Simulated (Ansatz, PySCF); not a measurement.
System: CH2NS (charge 0, doublet). It need not be the lowest isomer of its formula. SMILES: N[C]=S
Structure (B3LYP-D3(BJ)/def2-TZVP (Ansatz, an electronic-structure program) minimum search):
```
N
H 1 1.0071
C 1 1.3129 2 120.60
H 1 1.0157 2 117.02 3 180.00
S 3 1.5929 1 136.94 2 180.00
```
Charge 0, spin multiplicity 2.

Quantity: atomisation energy (electronic, to ground-state atoms), in eV. Cores are frozen in the correlated levels unless marked. Open shells are spin-unrestricted. Spin-orbit coupling is left out. No relativistic terms. The coupled-cluster limit lacks core correlation, which all-electron functionals hold. CBS(X,Y): correlation extrapolated as X^-3; Hartree-Fock from the larger set. The bracket is a focal-point correction in the basis named.

| level | program | atomisation energy (eV) |
|---|---|---|
| BLYP-D3(BJ)/def2-TZVPD | Ansatz + dftd3 | … |
| BP86/def2-TZVPD | PySCF | 19.24 |
| PBE0/def2-SVP | Ansatz | 18.42 |
| PW6B95-D3(BJ)/def2-TZVPD | PySCF + dftd3 | … |
| RI-MP2/CBS(aug-cc-pV(T+d)Z,aug-cc-pV(Q+d)Z)+[CCSD(T)-MP2]/aug-cc-pV(T+d)Z | Ansatz | 18.00 |

### Question
Fill in the missing entries.

### Answer

- BLYP-D3(BJ)/def2-TZVPD, atomisation energy (eV): 18.65
- PW6B95-D3(BJ)/def2-TZVPD, atomisation energy (eV): 18.34
